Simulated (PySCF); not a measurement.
sulfur tetrafluoride cation (F4S), SMILES S(F)(F)(F)F (connectivity only; charge and spin as stated), charge +1, multiplicity 2. Coordinates come from a PBE-D3(BJ)/def2-SVP optimisation. The spin state was assumed, not searched.

Method: PBE-D3(BJ)/def2-SVP run with PySCF.

Harmonic wavenumbers (cm⁻¹): 229, 272, 354, 439, 439, 621, 786, 899, 947. Rotational constants (GHz): 5.713, 3.914, 3.311; symmetry number 2.

Task: Work out the zero-point energy and the ideal-gas rigid-rotor harmonic-oscillator thermochemistry at 298.15 K and 1 atm.

Result: ZPE = ½ Σ hcν = ½ × 4986 cm⁻¹ = 29.83 kJ/mol. H − E(el) = 45.53 kJ/mol. Entropy in J/(mol K): translation 167.15, rotation 102.50, vibration 29.98, spin 5.76, total 305.39. G − E(el) = -45.52 kJ/mol. Cp = 77.02 J/(mol K).
